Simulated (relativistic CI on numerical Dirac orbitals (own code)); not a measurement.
Cr³⁺ (3d3) in a crystal field

Calculated by Dirac-Coulomb-Breit CI, separate exchange-only KLI orbitals for each configuration, model QED (radiative potential, 1s self-energy scaled to tabulated hydrogen-like ionisation energies), valence Slater integrals scaled by 0.8, one configuration in a parametric crystal field (own radial code).

Field parameters in Wybourne normalisation: D3d B²₀ = −7Dσ, B⁴₀ = −14Dq − 21Dτ, B⁴₃ = −14√(10/7) Dq. The field is a parameter set, without covalency.

S is read from ⟨S²⟩ = S(S + 1).

Levels (cm⁻¹, degeneracy): 0 (2), 0 (2), 16074 (2), 16281 (2), 17575 (2), 17613 (2), 17885 (2), 19330 (2), 19331 (2), 20459 (2), 20529 (2), 20593 (2).

Q: Which field gives this pattern?
A. D3d, 10Dq = 19150, Dσ = 330, Dτ = 290 cm⁻¹
B. D3d, 10Dq = 19150, Dσ = 110, Dτ = 290 cm⁻¹
C. D3d, 10Dq = 19150, Dσ = 760, Dτ = 290 cm⁻¹
D. D3d, 10Dq = 19150, Dσ = -760, Dτ = 290 cm⁻¹

A: A. D3d, 10Dq = 19150, Dσ = 330, Dτ = 290 cm⁻¹, ground level with S = 1.50.
